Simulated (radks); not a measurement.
Values are calculated unless marked as measured or tabulated.
Q: Excited configurations of the gold ion Au2+: one electron is placed in a higher orbital outside [Xe] 4f14 5d8. The ground configuration is [Xe] 4f14 5d9. Level of theory: scalar-relativistic Kohn-Sham, PBEsol, spin-polarised, spherical densities, point nucleus; open shells are filled with parallel spins first (spin-orbit coupling, left out, can overturn this in heavy ions) (a radial shooting solver on a logarithmic mesh with Libxc functionals). Excitation = E - E(ground); binding = E(ion) - E, where the ion is the core of charge +3; n* = 3/sqrt(2 binding) in atomic units, and the quantum defect is n - n*.

outer orbital  excitation (eV)  binding (eV)     n*  quantum defect  eigenvalue (eV)  <r> (bohr)
5f                      25.014         8.344  3.831           1.169           -6.558       5.179
6p                      13.007        20.351  2.453           3.547          -16.959       2.937
6d                      21.713        11.645  3.243           2.757           -9.648       4.492
6f                      27.673         5.685  4.641           1.359           -4.670       8.940
7s                      20.564        12.794  3.094           3.906          -11.067       5.004
7p                      23.164        10.193  3.466           3.534           -8.744       5.976
7d                      26.384         6.974  4.190           2.810           -5.907       8.190
7f                      29.348         4.010  5.526           1.474           -3.400       13.75

Estimate the row for 6s.

A: excitation (eV) 4.088; binding (eV) 29.270; n* 2.045; quantum defect 3.955; eigenvalue (eV) -24.916; <r> (bohr) 2.352. The Delta-SCF ionisation energy is 33.358 eV (NIST Atomic Spectra Database: 30 eV, theoretical). Self-interaction in the functional shifts the binding energies and quantum defects, so they are the method's values and not measured ones. Open shells are spherical and high-spin; term and fine-structure splittings are not resolved. Spin-orbit splitting is averaged out at the scalar-relativistic level.
